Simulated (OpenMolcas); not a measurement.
S4+: effect of the active space

```yaml
Program: OpenMolcas 26.06
Method: SS-CASPT2 or its RAS form, IPEA 0.25 Eh, imaginary shift 0.1 Eh
Basis: ANO-L-VQZP
Scalar_Hamiltonian: non-relativistic, point nucleus
Spin-orbit_coupling: state interaction with AMFI integrals over the reference wave functions, term energies averaged over their components
```

A. 2 electrons in 4 orbitals (3s 3p); 2S+1 = 3 even, 3 roots; 2S+1 = 1 even, 7 roots; 2S+1 = 3 odd, 3 roots; 2S+1 = 1 odd, 3 roots; closed shells correlated: 2s 2p; CASPT2 step of the order of 2.5 core-seconds
B. 2 electrons in 9 orbitals (RAS2 3s 3p; RAS3 3d, at most 2 electrons); 2S+1 = 3 even, 3 roots; 2S+1 = 1 even, 7 roots; 2S+1 = 3 odd, 3 roots; 2S+1 = 1 odd, 3 roots; closed shells correlated: 2s 2p; CASPT2 step about 6 core-seconds

Energies in cm⁻¹ above 3s² ¹S₀, the measured ground level; measured values from NIST levels in Podobedova, Kelleher and Wiese, J. Phys. Chem. Ref. Data 38, 171 (2009); Martin, Zalubas and Musgrove, J. Phys. Chem. Ref. Data 19, 821 (1990).

```csv
Level,A,B,Measured
3s² ¹S₀,0.0,0.0,0.0
3s 3p ³P°₀,81214,81030,83024
3s 3p ³P°₁,81543,81356,83394
3s 3p ³P°₂,82212,82021,84155
3s 3p ¹P°₁,129018,127065,127151
3p² ³P₀,197881,197451,199967
3p² ³P₁,198229,197796,200371
3p² ³P₂,198762,198471,201146
3p² ¹D₂,200656,192223,193739
```

Deviations, from unrounded energies. A percentage is the sum of absolute deviations over the sum of measured energies, with the sign that they share, or ± where signs differ.

| Against measurement | Levels | A | B |
| --- | --- | --- | --- |
| mean absolute deviation (cm-1) | 8 | 2600 | 1900 |
| other configurations (%) | 8 | ±1.8 | -1.3 |

B lies closest to measurement on these levels. The largest miss of B in the table is 3p² ³P₂, by -2700 cm-1. The ranking rests on the paired levels alone, and a cruder setting can come out closer through cancelling errors.

Between A and B the level of the table that moves most is 3p² ¹D₂, by 8400 cm-1 (lowest in B, highest in A).

Over all roots computed the reference weight is 0.93 to 1.00 in A; the roots of lowest weight are the least certain, and an intruder state may touch them. Some levels mix across a computed gap that differs much from the measured one, so their mixing is not that of the real levels (holds for A). The ¹D term of p² mixes with s d, which this space lacks (holds for A). Active for correlation alone: 3d; no level in the range computed is led by a configuration that fills it, so any true level of that kind is missing (holds for B). Some terms mix strongly with configurations of 3d, whose occupation reaches 0.22 (3p² ¹D) (holds for B). Computed and measured levels are paired by configuration, term and J; levels that our copy of the source lacks, or whose pairing is in doubt (as where it misses far off the trend of its configuration), stay unpaired and out of the deviations. Levels of configurations outside the active space are missing. Levels that lie high or do not pair safely by name in every column are left out.

° marks odd parity.
